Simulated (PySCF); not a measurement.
## `CN[C@H](C)C(C)C`, C₆H₁₅N

Cartesian coordinates in Å; atom numbers follow the order of the lines, from 1:
```xyz
22

C    -2.348   -1.279    0.250
N    -1.107   -0.936   -0.395
C    -0.346    0.148    0.202
C    -1.002    1.516    0.008
C     1.102    0.097   -0.321
C     1.960    1.246    0.198
C     1.748   -1.246   -0.001
H    -2.827   -2.113   -0.285
H    -2.148   -1.627    1.277
H    -3.096   -0.459    0.324
H    -1.254   -0.748   -1.385
H    -0.306   -0.063    1.289
H    -0.954    1.821   -1.052
H    -0.521    2.303    0.606
H    -2.062    1.487    0.302
H     1.039    0.193   -1.424
H     1.606    2.229   -0.145
H     1.973    1.258    1.301
H     3.001    1.135   -0.142
H     1.103   -2.070   -0.332
H     1.902   -1.350    1.087
H     2.732   -1.340   -0.486
```

Computed, not measured: PySCF 2.14.0, quadratic response CAM-B3LYP/aug-cc-pVDZ first hyperpolarisability, Taylor convention, gas phase. Geometry: PBE0-D3(BJ)/def2-SVP.

**Question.** Give the tensor of the second harmonic β(−2ω;ω,ω) at 1907 nm in the axes of these coordinates.

**Answer.** In au, Taylor convention; rows are the first index (the induced dipole):
```
      xx     yy     zz    xy     xz    yz
x  +39.7   -3.5   -3.6  -7.7  -19.1  -6.3
y   -8.0  -70.7   -2.9  -3.3   -6.2  -5.2
z  -19.1   -5.3  -23.4  -6.1   -3.5  -2.9
```
Norm of βᵢ = ⅓ Σⱼ (βᵢⱼⱼ + βⱼᵢⱼ + βⱼⱼᵢ): 100.0 au, hyper-Rayleigh value 40.0 au.
